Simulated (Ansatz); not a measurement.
A nudged elastic band was laid between two geometries of FGeH3O (6 atoms, charge 0, multiplicity 1).

Theory: Ansatz, RKS B3LYP/def2-SVP.

```
movable images  : 9
climbing image  : yes
spring          : 50.0 eV/Å²
optimiser       : quadratic models (default)
start path      : through a guess of the saddle point
force threshold : 0.05 eV/Å
iteration limit : 60
end points      : relaxed
```

Image 0:

```xyz
6
Properties=species:S:1:pos:R:3
Ge 0.361 -0.071 0.057
O 0.652 -0.088 1.804
H -0.152 -0.192 2.331
H 1.737 0.087 -0.593
F -0.586 1.352 -0.314
H -0.500 -1.262 -0.403
```

Image 10:

```xyz
6
Properties=species:S:1:pos:R:3
Ge 0.135 0.564 -0.778
O 1.162 0.033 1.182
H 0.349 0.311 1.649
H 1.186 -0.932 1.277
F -1.159 0.877 0.459
H -0.161 -1.029 -0.906
```

Q: Which bonds break or form, and what moves?

A: Bonds broken: Ge1–O2, Ge1–H4. Bonds formed: O2–H4.

Q: What energy profile does the band end with?

A: The forces met the threshold. The highest image is number 4 of 0 to 10, 2.56 eV above the first end and 1.85 eV above the last; the last end lies 0.72 eV above the first. Neighbouring images differ by up to 1.5 eV, so the band resolves the path poorly. Another band between the same ends (9 images) ends at a top of the same energy, where a vibrational analysis finds 1 clearly imaginary mode. The orbitals stay closed-shell, which can raise the energy where a bond breaks towards radicals; this wasn't checked here.

```csv
image,path coordinate (Å),energy (eV),Ge1–O2 (Å),Ge1–H4 (Å),O2–H4 (Å)
0,0.00,0.00,1.77,1.53,2.64
1,0.60,0.07,1.77,1.53,2.68
2,1.19,0.14,1.77,1.54,2.67
3,1.79,1.08,1.80,1.52,2.07
4,2.38,2.56,1.99,1.63,1.42
5,2.94,1.24,2.22,2.11,0.99
6,3.50,0.88,2.27,2.72,0.97
7,4.06,0.87,2.28,2.84,0.97
8,4.61,0.84,2.28,2.85,0.97
9,5.17,0.76,2.27,2.84,0.97
10,5.73,0.72,2.28,2.75,0.97
```

Q: What is the geometry of the highest image?

A: 
```xyz
6
Properties=species:S:1:pos:R:3:forces:R:3
Ge 0.204 -0.014 -0.335 0.01 0.00 0.00
O 0.717 0.172 1.581 0.00 0.00 0.00
H 0.599 -0.626 2.126 0.00 0.00 0.00
H 1.611 0.006 0.486 -0.01 0.00 0.00
F -0.747 1.434 -0.602 0.00 0.00 0.00
H -0.872 -1.148 -0.374 0.00 0.00 0.00
```

The run took 2.5 min on 1 thread of Intel(R) Xeon(R) 6975P-C (Granite Rapids) (shared host), peak memory 0.17 GiB.
